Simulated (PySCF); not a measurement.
# How the method changes the constants of SnN

State: ²Π (doublet), unpaired electrons π ↑. Set-up: PySCF, scalar-relativistic core potentials, basis sets Sn def2-TZVPPD with ECP28, N def2-TZVPPD. De refers to Sn + N in their high-spin ground configurations, without counterpoise correction. The functionals are run spin-unrestricted. A positive dipole means Sn(−)N(+). Levels whose curve was spin-contaminated or gave no clean fit are not listed.

| Level | Re (Å) | ωe (cm⁻¹) | De (eV) | μ (D) | CPU s a point (SCF and correlation, without the integrals) |
| --- | --- | --- | --- | --- | --- |
| ROHF | 1.904 | 838 | -0.62 | -4.35 | 2.4 |
| ROHF-MP2 | 1.960 | 700 | 2.60 | n/a | 3.6 |
| ROHF-SCS-MP2 | 1.961 | 698 | 2.62 | n/a | n/a |
| ROHF-CCSD | 1.947 | 728 | 2.13 | n/a | n/a |
| ROHF-CCSD(T) | 1.969 | 683 | 2.54 | n/a | 93 |
| PBE | 1.972 | 689 | 3.32 | -3.41 | 1.4 |
| r²SCAN | 1.958 | 683 | 2.72 | -3.40 | 1.7 |
| M06-L | 1.964 | 704 | 3.06 | -3.58 | 1.7 |
| B3LYP | 1.959 | 691 | 2.87 | -3.68 | 2.3 |
| B97-3 | 1.951 | 698 | 2.72 | -3.75 | 1.8 |
| M06 | 1.954 | 727 | 2.98 | -3.88 | 2.5 |
| HSE06 | 1.951 | 682 | 2.67 | -3.57 | 2.9 |

Q: Which functional lies closest to ROHF-CCSD(T) in De, which farthest, and by how much do they differ from it?

A: Closest is HSE06 (-1.8 pm in Re, -0.1 % in ωe, +0.13 eV in De against ROHF-CCSD(T) in the same basis), farthest PBE (+0.3 pm in Re, +0.9 % in ωe, +0.78 eV in De). CCSD(T) converges more slowly with the basis than the functionals do and binds too weakly in this one, so the order can change at the basis-set limit.

Q: What does second-order correlation do here, going from ROHF to ROHF-MP2?

A: ROHF-MP2 less ROHF: +5.6 pm in Re, -16.5 % in ωe, +3.22 eV in De. Correlation nearly always deepens the well. The bond lengthens, as in strong covalent bonds, where excitations into antibonding orbitals dominate.

Correlated steps freeze 5 core orbitals. Spin–orbit coupling is left out, which matters for elements this heavy, above all for dissociation energies. UHF is strongly spin-contaminated for SnN, so the ROHF reference used there is far from stable. A negative De means that the minimum lies above the separated atoms at that level. The state was picked by a PBE0 search and need not be the measured ground state.

The whole job (state search and all levels along the bond) took about 10 min on 2 threads of Intel Xeon Platinum 8488C (shared host), peak memory 3.3 GiB.
